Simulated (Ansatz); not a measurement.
Basis sets compared for (H2Ga-mu-H)3 (Ga3H9). Charge 0, multiplicity 1. Geometry PBE-D4/def2-SVP. Ansatz on 2 threads of Arm Neoverse V2 on a shared host; times are rough, and most runs start from earlier orbitals.

```xyz
12

Ga    0.6545    0.6676   -1.5302
H    -0.1195    1.4358   -2.6571
H     2.1737    0.3192   -1.3630
H     0.1188    1.4783   -0.1043
Ga    0.2064    0.9100    1.5230
H    -1.1350    1.4327    2.1442
H     1.6947    1.0427    1.9983
H     0.0405   -0.7871    1.2570
Ga   -0.8601   -1.5746    0.0134
H    -0.2320   -3.0115    0.0098
H    -2.3485   -1.0896    0.0934
H    -0.1935   -0.8235   -1.3845
```

Binding counts from free atoms (Ga doublet, H doublet) in the same basis, without a counterpoise term.

| level | functions | energy (Eh) | HOMO (eV) | LUMO (eV) | binding per atom (eV) | wall time |
| --- | --- | --- | --- | --- | --- | --- |
| HF/STO-3G | 63 | -5707.8011 | -7.57 | 5.75 | – | 0.45 s |
| HF/def2-TZVP | 198 | -5774.9347 | -11.86 | 1.95 | 1.74 | 3.6 s |
| PBE-D4/def2-SVP | 141 | -5778.2866 | -7.50 | -1.75 | 2.26 | 2.4 s |
| PBE-D4/def2-TZVP | 198 | -5779.0363 | -7.54 | -1.82 | 2.25 | 3.5 s |
| r2SCAN-D4/def2-TZVP (with forces) | 198 | -5779.9000 | -7.87 | -1.55 | 2.34 | 8.5 s |
| PBE0-D4/def2-SVP | 141 | -5778.4220 | -8.76 | -0.92 | 2.27 | 3.7 s |
| PBE0-D4/def2-TZVP | 198 | -5779.1665 | -8.78 | -1.00 | 2.27 | 6 s |

(1) Estimate the rows for PBE-D4/def2-TZVPD, r2SCAN-D4/def2-TZVPD, PBE0-D4/def2-TZVPD.

## Answers

(1) 
| level | functions | energy (Eh) | HOMO (eV) | LUMO (eV) | binding per atom (eV) | wall time |
| --- | --- | --- | --- | --- | --- | --- |
| PBE-D4/def2-TZVPD | 243 | -5779.0379 | -7.54 | -1.86 | 2.26 | 6 s |
| r2SCAN-D4/def2-TZVPD | 243 | -5779.9017 | -7.86 | -1.56 | 2.34 | 12 s |
| PBE0-D4/def2-TZVPD | 243 | -5779.1681 | -8.77 | -1.07 | 2.27 | 9 s |
